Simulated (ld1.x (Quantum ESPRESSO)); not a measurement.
## Ti (Z = 22): excitation energies, all-electron against TM

ld1.x (Quantum ESPRESSO) 7.5 input, shortened:

```
&input
   title='Ti', zed=22., rel=1, dft='PZ', iswitch=3,
   config='[Ar] 3d1 4s0 4p0'
 /
 &inputp
   pseudotype=2, tm=.true., lloc=1,
   nlcc=.false.
 /
3
4S  1  0   0.00   0.00  2.10  2.10  0.0
3D  3  2   1.00   0.00  1.15  1.15  0.0
3P  2  1   6.00   0.00  1.40  1.40  0.0
 &test
   configts(1)='3p6 3d1 4s0 4p0'
 /
```

Energies are relative to the spin-unpolarised reference configuration 3p6 3d1 4s0 4p0; without spin polarisation the order of configurations can differ from experiment. Spin-polarised rows fill each open shell by Hund’s rule, majority spin first. The frozen-core shift is the all-electron ΔE with the core orbitals held at their reference shape minus the fully relaxed ΔE.

| valence configuration | charge | ΔE all-electron (eV) | error AE − PS (meV) | frozen-core shift (meV) |
| --- | --- | --- | --- | --- |
| 3p6 3d2 4s1 4p0 | +1 | -40.990 | +85 | +71 |
| 3p6 3d2 4s0 4p0 | +2 | -27.190 | -11 | +67 |
| 3p6 3d1 4s2 4p1 | 0 | -43.711 | +112 | +7.0 |
| 3p6 3d3 4s0 4p0 | +1 | -40.967 | -15 | +154 |
| 3p6 3d0 4s0 4p0 | +4 | 43.535 | -21 | +121 |
| 3p6 3d1 4s2 4p0 | +1 | -38.545 | +74 | +6.1 |
| 3p6 3d1 4s0 4p0 (spin-polarised) | +3 | -0.237 | +74 | +0.5 |
| 3p6 3d2 4s2 4p0 (spin-polarised) | 0 | -49.196 | +313 | +74 |

Q: What are ΔE and the potential's error for 3p6 3d2 4s2 4p0?

A: ΔE = -48.525 eV all-electron; the error (AE − PS) is +145 meV.

Levels in the configuration 3p6 3d2 4s2 4p0 (spin-polarised):

| level | all-electron (eV) | pseudo (eV) |
| --- | --- | --- |
| 3p up | -39.350 | -39.466 |
| 3d up | -4.967 | -5.049 |
| 4s up | -4.793 | -4.833 |
| 3p down | -37.785 | -37.380 |
| 4s down | -4.328 | -4.347 |

Note: ghost state, extra bound levels that the all-electron valence spectrum of the same l lacks: s at -75.3 eV. A true bound ghost makes a file unfit for plane-wave use.
